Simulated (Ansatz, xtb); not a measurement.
# ClFH3InSi: which of two isomers lies lower

Structure I is `[F][In]([SiH3])[Cl]`, a singlet and structure II is `F[Si@H](Cl)[InH2]`, a singlet. Both are isolated molecules in the gas phase, relaxed with r2SCAN-D4/def2-SVP; the shapes shown needn't be the lowest conformers.

I (Å):

```yaml
atoms:
  - { symbol: Cl, position_ang: [-3.1500, -0.4740, -1.2530] }
  - { symbol: F, position_ang: [-2.1598, 1.3112, 1.5922] }
  - { symbol: In, position_ang: [-1.3861, 0.3936, 0.0401] }
  - { symbol: Si, position_ang: [1.1278, 0.2156, -0.3897] }
  - { symbol: H, position_ang: [1.7579, 1.5359, -0.1057] }
  - { symbol: H, position_ang: [1.6740, -0.8232, 0.5303] }
  - { symbol: H, position_ang: [1.3524, -0.1799, -1.8081] }
```

II (Å):

```tsv
atom	x (Å)	y (Å)	z (Å)
Cl	-1.1514	2.3505	0.4692
F	-1.1339	-0.3632	1.7695
In	0.1643	-0.3583	-1.5298
Si	-0.1464	0.5581	0.8570
H	1.0132	0.9041	1.7282
H	1.5620	0.0815	-2.4491
H	-1.1115	-1.2804	-2.2414
```

Quicker runs give these differences E(II) − E(I): GFN2-xTB +29.5 kcal/mol; HF/STO-3G +23.2 kcal/mol (at GFN2-xTB geometries); r2SCAN-D4/def2-SVP//GFN2-xTB +4.2 kcal/mol.

Estimate E(II) − E(I) at the level CCSD(T)/def2-SVP + ΔMP2/def2-TZVPP.

Not settled: CCSD(T)/def2-SVP + ΔMP2/def2-TZVPP gives E(II) − E(I) = −3.3 kcal/mol, but this leans on the basis-set step: CCSD(T) alone gives +4.2 kcal/mol.

The same difference at several levels:

| level | geometry | E(II) − E(I) (kcal/mol) | departure from the last row (kcal/mol) | job, with rough time for the two |
| --- | --- | --- | --- | --- |
| GFN2-xTB | GFN2-xTB | +29.5 | +32.8 | optimisation, 0.34 s |
| HF/STO-3G | GFN2-xTB | +23.2 | +26.6 | single point, 2.3 s |
| r2SCAN-D4/def2-SVP//GFN2-xTB | GFN2-xTB | +4.2 | +7.6 | single point, 4.7 s |
| r2SCAN-D4/def2-SVP | r2SCAN-D4/def2-SVP | +1.7 | +5.1 | optimisation, 1.8 min |
| HF/def2-SVP | r2SCAN-D4/def2-SVP | +2.9 | +6.3 | part of the CCSD(T) run |
| MP2/def2-SVP | r2SCAN-D4/def2-SVP | +4.6 | +7.9 | part of the CCSD(T) run |
| CCSD(T)/def2-SVP | r2SCAN-D4/def2-SVP | +4.2 | +7.6 | single point |
| CCSD(T)/def2-SVP + ΔMP2/def2-TZVPP | r2SCAN-D4/def2-SVP | −3.3 |  | single point, 40 s |

As drawn, II has 1 F–Si, 1 Cl–Si, 2 In–H in place of 1 F–In, 1 Cl–In, 2 Si–H.

GFN2-xTB, HF/STO-3G, r2SCAN-D4/def2-SVP//GFN2-xTB, r2SCAN-D4/def2-SVP, HF/def2-SVP, MP2/def2-SVP, CCSD(T)/def2-SVP put the two in the other order. The largest departure from CCSD(T)/def2-SVP + ΔMP2/def2-TZVPP is that of GFN2-xTB, 32.8 kcal/mol. A small imaginary or near-zero mode remains, so no thermal terms are given. The last row adds to CCSD(T) the change of the MP2 difference between the two basis sets, here −7.6 kcal/mol, a large step that makes the value less sure.

The correlated steps freeze 15 core orbitals; the filled d shell of In is correlated, in a basis made for valence electrons. Atoms past krypton carry core potentials in the def2 sets, other sets are all-electron and non-relativistic, and no spin–orbit term is included. Run with Ansatz 0.2.0, xtb 6.7.1; the last row on 1 thread of Intel(R) Xeon(R) Processor @ 2.70GHz on a shared host.
